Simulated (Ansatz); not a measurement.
A structure relaxed at PBE-D4/def2-TZVPD in Ansatz, charge -1, singlet:

Cartesian coordinates in Å:
```
Pt -0.559 -0.534 0.103
Pt 1.834 -0.215 0.285
H -1.275 0.748 -0.388
```

Give its formula.

Pt2H⁻ (the lowest singlet isomer of a short search).

Summarise the bond lengths by kind (pairs closer than 1.2 times the sum of covalent radii, bridged metal pairs left out).

1 × Pt–Pt 2.42 Å; 1 × H–Pt 1.55 Å.

In the def2 sets Pt takes a core potential; there is no spin–orbit coupling. The restricted singlet is unstable: a solution with broken spin symmetry lies lower. The highest occupied level of the charge -1 singlet lies above zero (up to 0.73 eV). Its loss leaves the charge 0 doublet, which lies 2.15 eV higher (vertical, at PBE-D4/def2-TZVPD), but this difference is unsure: the doublet is doubtful (geometry relaxed on an unsound state). At PBE-D4/def2-TZVPD a triplet of charge -1 lies 0.16 eV below the restricted singlet, each at its own geometry. The structure comes from a short search, and lower isomers may exist.
